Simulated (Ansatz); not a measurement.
Species: BPH3, charge 0, doublet. BPH3 (SMILES B[PH], doublet).
B3LYP-D3(BJ)/def2-TZVP minimum from Ansatz (an electronic-structure program):
```xyz
5

B      0.0943    -0.3580    -1.2104
H     -0.6078     0.0790    -2.0676
H      0.8731    -1.2208    -1.4761
P     -0.1324     0.1823     0.5783
H      1.2493     0.1979     0.9212
```
Charge 0, spin multiplicity 2.

Total energies in aug-cc-pV(D+d)Z, 11 correlated electrons, 6 frozen orbitals. Radicals and triplets start from unrestricted determinants; spin-orbit coupling is neglected. Correlated methods leave the cores frozen. No relativity.

```tsv
method	program	energy (Eh)	minus CCSDT(Q) (mEh)
HF	Ansatz	-367.12872	241.93
MP2	Ansatz	-367.32096	49.69
CCSD	Ansatz	-367.36158	9.07
CCSD(T)	Ansatz	-367.36895	1.70
CCSDT(Q)	Ansatz	-367.37065	0.00
```

Rough core times of Ansatz's runs on a shared machine: CCSD(T) under 20 s, CCSDT(Q) 10 min.
